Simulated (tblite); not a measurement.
C7H8P (charge -1).
Cartesian coordinates in Å at the GFN2-xTB level; atoms count from 1:
```xyz
16
C7H8P angstrom
C     -2.135   -0.922   -0.137
C     -0.830   -0.174   -0.038
C     -0.826    1.219   -0.033
C      0.388    1.893    0.038
C      1.574    1.205    0.100
C      1.605   -0.204    0.094
P      3.154   -1.042    0.174
C      0.362   -0.863    0.024
H     -2.945   -0.350    0.316
H     -2.393   -1.101   -1.183
H     -2.068   -1.889    0.361
H     -1.760    1.768   -0.080
H      0.395    2.980    0.045
H      2.515    1.740    0.155
H      2.606   -2.305    0.134
H      0.350   -1.947    0.019
```

The geometry is computed with GFN2-xTB (gas phase).

Masses are those of the commonest isotopes; rigid-rotor values at the optimised geometry. The values belong to one conformer with, in the numbering `[CH3:1][c:2]1[cH:3][cH:4][cH:5][c:6]([PH-:7])[cH:8]1`, C5–C6–P7–H 180°.

Question: Give the principal moments of inertia and the rotational constants in cm⁻¹.

Answer: Ia = 150.31, Ib = 418.65, Ic = 565.82 u·Å²; 505379 MHz·u·Å²/I gives 3362, 1207 and 893.2 MHz, that is A = 0.11215, B = 0.04027, C = 0.02979 cm⁻¹.

Question: What kind of rotor is it?

Answer: An asymmetric top; Ray's κ = -0.746.

Question: Is it planar, by Δ = Ic − Ia − Ib?

Answer: Not planar: Δ = Ic − Ia − Ib = -3.14 u·Å². For a rigid frame Δ = −2 Σ m c², so Σ m c² = 1.57 u·Å² lies off the ab plane, practically all of it from hydrogen. The atom farthest from that plane is 1.04 Å away.

Question: Where do the levels up to J = 4 lie, in K?

Answer: Above 0(0,0), as E/k:
J = 1: 1(0,1) 0.101, 1(1,1) 0.204, 1(1,0) 0.219
J = 2: 2(0,2) 0.301, 2(1,2) 0.391, 2(1,1) 0.436, 2(2,1) 0.746, 2(2,0) 0.748
J = 3: 3(0,3) 0.597, 3(1,3) 0.670, 3(1,2) 0.760, 3(2,2) 1.049, 3(2,1) 1.056, 3(3,1) 1.604, 3(3,0) 1.604
J = 4: 4(0,4) 0.986, 4(1,4) 1.040, 4(1,3) 1.190, 4(2,3) 1.451, 4(2,2) 1.473, 4(3,2) 2.010, 4(3,1) 2.011, 4(4,1) 2.785, 4(4,0) 2.785
The levels of one J sum to (2J + 1)J(J + 1)(A + B + C)/3.

Its lowest GFN2-xTB frequency is 13i cm⁻¹, too small to tell a flat minimum from a shallow saddle. These are rigid-rotor constants of the computed structure; measured ground-state constants (B0) also hold zero-point vibration.
